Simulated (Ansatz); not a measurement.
Ansatz (a quantum-chemistry and plane-wave program) input:
A basis named .json is the Basis Set Exchange file of that set.

Ansatz 0.2 input:
```yaml
crystal:
  periodic: [false, false, false]
  atoms:
    - {symbol: O, position_ang: [-0.48575550, -0.03323043, 1.07605039]}
    - {symbol: B, position_ang: [-0.79231063, -0.19563243, -0.21612405]}
    - {symbol: O, position_ang: [-2.04028301, -0.51844649, -0.76104658]}
    - {symbol: O, position_ang: [0.32477998, 0.00056589, -1.02124453]}
    - {symbol: Si, position_ang: [1.31773192, 0.32508640, 0.35554697]}
    - {symbol: H, position_ang: [-2.65560595, -0.60568651, -0.02722020]}
    - {symbol: H, position_ang: [2.59161973, 0.55499662, -0.47654154]}
    - {symbol: H, position_ang: [1.31679756, 1.66117296, 1.04094465]}
    - {symbol: H, position_ang: [1.87056321, -0.77464219, 1.21570553]}
basis:
  gaussian:
    orbitals: cc-pV_T+d_Z.json
hamiltonian:
  xc: pbe
total_charge: -1
magnetization: {spin_polarized: false}
correlation: {method: rpa, electrons: outside_noble_gas}
```

Predict the final energy.

-542.30340 Eh (RPA@PBE/cc-pV(T+d)Z). The basis has 215 functions.

It need not be the lowest isomer of its formula. Whether it binds its extra electron was not tested at this geometry.
